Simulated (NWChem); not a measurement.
# GaCl, singlet; SMILES [Cl][Ga]

```xyz
2

Ga     0.0000     0.0000    -0.8109
Cl     0.0000     0.0000     1.4436
```
Atoms are numbered in this order, from 1.

Low-valent species are run as closed-shell singlets; no triplet was tried in these runs. Geometry: optimised at B3LYP/6-31G* (spherical d).

Problem. List the 4 lowest vertical singlet excitations from PBE/6-31G* (spherical d), full TDDFT (NWChem).

Solution. 
| state | energy (eV) | oscillator strength | leading excitation (squared amplitude) |
|---|---|---|---|
| S1 | 4.69 | 0.076 | HOMO → LUMO (0.97) |
| S2 | 4.69 | 0.076 | HOMO → LUMO+1 (0.97) |
| S3 | 4.85 | 0.000 | HOMO−2 → LUMO+1 (0.50) |
| S4 | 4.93 | 0.000 | HOMO−2 → LUMO+1 (0.50) |
